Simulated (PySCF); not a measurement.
SMILES c1cc[se]c1 (C4H4Se), PBE0/def2-SVP optimised geometry.

```
9

C     -0.71    -0.83     0.00
C      0.72    -0.83     0.00
C      1.28     0.41     0.00
Se     0.00     1.75     0.00
C     -1.28     0.41     0.00
H     -1.31    -1.75     0.00
H      1.31    -1.75     0.00
H      2.35     0.65     0.00
H     -2.35     0.65     0.00
```

Density from PBE0/def2-TZVP run with PySCF at that geometry.

Minimum of the electron density along straight lines between bonded atoms, close to the bond critical point (lines longer than 1.1 times the sum of covalent radii, or with two minima, are not listed):

```json
[
 {"bond": "C1–C2", "length / Å": "1.429", "ρ at the minimum / e bohr⁻³": "0.295", "∇²ρ there / e bohr⁻⁵": "?", "position (fraction from the first atom)": "0.50"},
 {"bond": "C2–C3", "length / Å": "1.366", "ρ at the minimum / e bohr⁻³": "0.328", "∇²ρ there / e bohr⁻⁵": "-0.95", "position (fraction from the first atom)": "0.49"},
 {"bond": "C3–Se4", "length / Å": "1.854", "ρ at the minimum / e bohr⁻³": "0.176", "∇²ρ there / e bohr⁻⁵": "-0.21", "position (fraction from the first atom)": "0.50"},
 {"bond": "C1–C5", "length / Å": "1.366", "ρ at the minimum / e bohr⁻³": "0.328", "∇²ρ there / e bohr⁻⁵": "-0.95", "position (fraction from the first atom)": "0.49"},
 {"bond": "Se4–C5", "length / Å": "1.854", "ρ at the minimum / e bohr⁻³": "0.176", "∇²ρ there / e bohr⁻⁵": "-0.21", "position (fraction from the first atom)": "0.51"},
 {"bond": "C1–H6", "length / Å": "1.092", "ρ at the minimum / e bohr⁻³": "0.278", "∇²ρ there / e bohr⁻⁵": "-0.98", "position (fraction from the first atom)": "0.65"},
 {"bond": "C2–H7", "length / Å": "1.092", "ρ at the minimum / e bohr⁻³": "0.278", "∇²ρ there / e bohr⁻⁵": "-0.98", "position (fraction from the first atom)": "0.65"},
 {"bond": "C3–H8", "length / Å": "1.090", "ρ at the minimum / e bohr⁻³": "0.280", "∇²ρ there / e bohr⁻⁵": "-0.98", "position (fraction from the first atom)": "0.65"},
 {"bond": "C5–H9", "length / Å": "1.090", "ρ at the minimum / e bohr⁻³": "0.280", "∇²ρ there / e bohr⁻⁵": "-0.98", "position (fraction from the first atom)": "0.65"}
]
```

Complete the blanks.


- C1–C2, ∇²ρ there / e bohr⁻⁵: -0.82
